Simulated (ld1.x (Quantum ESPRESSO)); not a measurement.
## u(r) = r·R(r): atom against pseudo-atom (Yb (Z = 70))

Columns: radius, all-electron u(r) and pseudo u(r) of the 5d shell (level -3.39 eV) of ytterbium in the configuration [Kr] 4d10 4f14 5s2 5p6 5d0 6s1.5 6p0; PBE, scalar-relativistic, ultrasoft scheme, ld1.x (Quantum ESPRESSO) 7.5.

```json
{"r (bohr)": "0.202", "all-electron": "0.0496", "pseudo": "0.0007"}
{"r (bohr)": "0.405", "all-electron": "-0.2079", "pseudo": "0.0057"}
{"r (bohr)": "0.607", "all-electron": "-0.0992", "pseudo": "0.0186"}
{"r (bohr)": "0.810", "all-electron": "0.1120", "pseudo": "0.0420"}
{"r (bohr)": "1.012", "all-electron": "0.2893", "pseudo": "0.0767"}
{"r (bohr)": "1.215", "all-electron": "0.4128", "pseudo": "0.1224"}
{"r (bohr)": "1.418", "all-electron": "0.4901", "pseudo": "0.1767"}
{"r (bohr)": "1.620", "all-electron": "0.5336", "pseudo": "0.2358"}
{"r (bohr)": "1.822", "all-electron": "0.5544", "pseudo": "0.2957"}
{"r (bohr)": "2.025", "all-electron": "0.5602", "pseudo": "0.3524"}
{"r (bohr)": "2.228", "all-electron": "0.5561", "pseudo": "0.4014"}
{"r (bohr)": "2.430", "all-electron": "0.5458", "pseudo": "0.4396"}
{"r (bohr)": "2.632", "all-electron": "0.5315", "pseudo": "0.4653"}
{"r (bohr)": "2.835", "all-electron": "0.5147", "pseudo": "0.4784"}
{"r (bohr)": "3.037", "all-electron": "0.4964", "pseudo": "0.4796"}
{"r (bohr)": "3.240", "all-electron": "0.4771", "pseudo": "0.4713"}
{"r (bohr)": "3.442", "all-electron": "0.4571", "pseudo": "0.4560"}
{"r (bohr)": "3.645", "all-electron": "0.4366", "pseudo": "0.4367"}
{"r (bohr)": "3.847", "all-electron": "0.4157", "pseudo": "0.4158"}
{"r (bohr)": "4.050", "all-electron": "0.3945", "pseudo": "0.3945"}
{"r (bohr)": "4.252", "all-electron": "0.3734", "pseudo": "0.3734"}
{"r (bohr)": "4.455", "all-electron": "0.3524", "pseudo": "0.3524"}
{"r (bohr)": "4.658", "all-electron": "0.3318", "pseudo": "0.3318"}
{"r (bohr)": "4.860", "all-electron": "0.3118", "pseudo": "0.3118"}
{"r (bohr)": "5.062", "all-electron": "0.2926", "pseudo": "0.2926"}
{"r (bohr)": "5.265", "all-electron": "0.2740", "pseudo": "0.2740"}
```

How many radial nodes do the two functions have?

The all-electron 5d function has n − l − 1 = 2; the pseudo-wave has 0, since the states of the same l below it are removed with the core.

At about which radius was the pseudo-wave matched?

4.05 bohr. The columns agree to 0.0005 from 3.65 bohr on; several derivatives are matched, so the curves merge somewhat inside the radius.

Is the pseudo-wave norm-conserving?

No, it belongs to an ultrasoft set: the norm inside the radius is not constrained, and the difference is carried by the augmentation charge.
